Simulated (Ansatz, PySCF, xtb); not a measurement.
Complex: H4SeSi (SMILES [SiH3][SeH]) (first 6 atoms) with HF (SMILES F); geometry from B3LYP-D3(BJ)/def2-TZVP, rigid monomers moved along the line of their centres of mass till Se2···H8 is 2.71 Å.
(charge 0, multiplicity 1):
```xyz
8

Si     0.61403    -1.35464     0.86011
Se    -0.47344     0.68384     0.98736
H      0.05015    -2.15992    -0.24271
H      2.01750    -0.99594     0.57953
H      0.48859    -2.07773     2.13964
H     -1.75220     0.08040     1.39748
F      0.96357     0.78956     4.31710
H      0.51259     0.89909     3.49986
```

Counterpoise-corrected where a basis set is named; no monomer relaxation. Rows marked so take none.

Rows in 3-21G, 6-31G*, STO-3G carry no dispersion term and start afresh at each structure (6-31G* with six Cartesian d functions); the Pople sets are all-electron and without relativity.

The values were computed with Ansatz (an electronic-structure program) with Gaussian orbitals; PySCF for 3-21G rows, 6-31G* rows, STO-3G rows, the dispersion terms; xtb for the GFN methods. Values without a source in brackets are computed.

```csv
level,interaction energy (meV)
GFN2-xTB,-127.5
HF/STO-3G (no counterpoise),-107.9
HF/3-21G (no counterpoise),-187.7
HF/6-31G* (no counterpoise),-167.6
HF/def2-TZVPPD,-137.5
r2SCAN-D3(BJ)/def2-TZVPPD,-223.4
B3LYP/6-31G* (no counterpoise),-232.4
PBE0/def2-TZVPPD,___
wB97X-V/def2-TZVPPD,___
```

**Question.** Fill in the missing entries.

**Answer.** 
- PBE0/def2-TZVPPD, interaction energy (meV): -202.4
- wB97X-V/def2-TZVPPD, interaction energy (meV): -210.0
